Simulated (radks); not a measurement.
F VI, configuration [He] 2s2.

Method: scalar-relativistic Kohn-Sham, LDA (Slater exchange, Perdew-Wang correlation), spin-polarised, spherical densities, point nucleus; computed with a radial shooting solver on a logarithmic mesh with Libxc functionals.

Energy parts (Ry):
part                      energy
total                 -174.98300
kinetic                174.88304
electron-nucleus      -375.84101
Hartree                 38.40981
exchange-correlation   -12.43483

Orbitals (lengths in bohr, moments of r in powers of bohr):
| orbital | occ. | eigenvalue (Ry) | <r^2> |
|---|---|---|---|
| 1s | 2 | -59.73350 | 0.04183 |
| 2s | 2 | -10.55226 | 0.7624 |
| 2p | 0 | -9.42552 | 0.6399 |
| 3s | 0 | -3.85844 | 4.551 |

The highest occupied level is 2s at -143.57 eV. The density falls to 0.001 e/bohr^3 at r = 1.92 bohr. For comparison, the ionisation energy in NIST's Atomic Spectra Database is 157.16 eV (measured). In exact Kohn-Sham theory the highest level is minus the ionisation energy, but local and semilocal functionals leave it too shallow, through self-interaction and a potential that decays too fast; potentials with the right tail come closer.
